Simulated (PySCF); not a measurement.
H5OSi2, SMILES O([SiH3])[SiH2], multiplicity 2. Geometry optimised at PBE0-D3(BJ)/def2-TZVP. The isomer is the one that the SMILES or the coordinates give; other isomers of the formula were not compared.

Computed equilibrium geometry at PBE0-D3(BJ)/def2-TZVP (PySCF confirms it by a frequency run) as Cartesian coordinates in Å:
```xyz
8

Si     1.4870    -0.3589     0.5213
O      0.0030    -0.3563    -0.1697
Si    -1.4115     0.4503    -0.3507
H      2.2803    -1.4545    -0.1027
H      2.1537     0.9598     0.2992
H     -1.1488     1.8859    -0.6324
H     -2.1460    -0.1577    -1.4854
H     -2.2204     0.3362     0.8896
```
Charge 0, spin multiplicity 2.
